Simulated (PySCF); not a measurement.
In(Cl)2(NH2) (Cl₂H₂InN), SMILES [NH2][In]([Cl])[Cl].

Coordinates come from a PBE0-D3(BJ)/def2-SVP optimisation. The def2 effective core potentials stand for the cores of In; spin–orbit coupling is left out. One conformer was computed; it need not be the lowest.

The numbers are results of HF/def2-TZVP run with PySCF, not measurements.

Symmetry labels are those of the subgroup Cs that the program uses (full group Cs).

Q: List the valence orbital energies around the gap with their symmetry. (The exact figures need the calculation; the answer reports its results.)

A: 
```
orbital  symmetry  energy (eV)
-------  --------  -----------
HOMO−7         A'       -16.12
HOMO−6         A'       -13.99
HOMO−5         A"       -13.23
HOMO−4         A'       -12.82
HOMO−3         A'       -12.49
HOMO−2         A"       -12.42
HOMO−1         A"       -12.28
HOMO           A'       -11.45
LUMO           A'         0.98
LUMO+1         A'         1.42
LUMO+2         A'         2.45
LUMO+3         A"         2.48
```
